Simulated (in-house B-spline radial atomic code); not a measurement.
# Pr²⁺: [Xe] 4f3

Level of theory: Dirac-Kohn-Sham relativistic LDA, spherical fractional occupations, Fermi nucleus of rms radius 4.8919 fm; calculated with an all-electron radial atomic-structure program (B-spline basis).

Screening seen three ways: the hydrogenic charge with the same mean radius, Z_r = [3n² - l(l+1)]/(2<r>), the one with the same energy, Z_e = n√(-2ε), and Slater's rules. Values are occupation-weighted means over j. An effective charge above Z reflects the relativistic contraction of the inner shells.

```tsv
shell	electrons	ε (eV)	<r> (bohr)	Z_r	Z_e	Slater
1s	2	-41528	0.02419	62.01	55.25	58.70
2s	2	-6698.1	0.1029	58.30	44.38	54.85
2p	6	-6021.3	0.09046	55.27	42.07	54.85
3s	2	-1455.3	0.2729	49.47	31.03	47.75
3p	6	-1238.1	0.2705	46.20	28.62	47.75
3d	10	-922.95	0.2478	42.37	24.71	37.85
4s	2	-298.95	0.624	38.46	18.75	31.25
4p	6	-227.43	0.6601	34.84	16.35	31.25
4d	10	-122.92	0.7286	28.82	12.02	19.85
5s	2	-51.773	1.507	24.89	9.75	10.70
5p	6	-34.337	1.752	20.84	7.94	10.70
4f	3	-14.222	1.137	15.83	4.09	12.30
```

The least bound orbital is 4f7/2 at -14.07 eV, while the most diffuse is 5p3/2 (<r> = 1.78 bohr against 1.144 bohr): energy order and size order differ.

Spin-orbit splittings of the orbital energies (j = l + 1/2 above j = l - 1/2 when positive): 2p 477.2 eV, 3p 94.58 eV, 3d 20.5 eV, 4p 20.5 eV, 4d 3.61 eV, 5p 2.847 eV, 4f 0.3513 eV.

For the 1s electron the small component carries 4.74 % of the norm, the zero-frequency Breit interaction raises the level by 114.7 eV, self-energy by 67.3 eV, and vacuum polarisation lowers it by 10.17 eV.
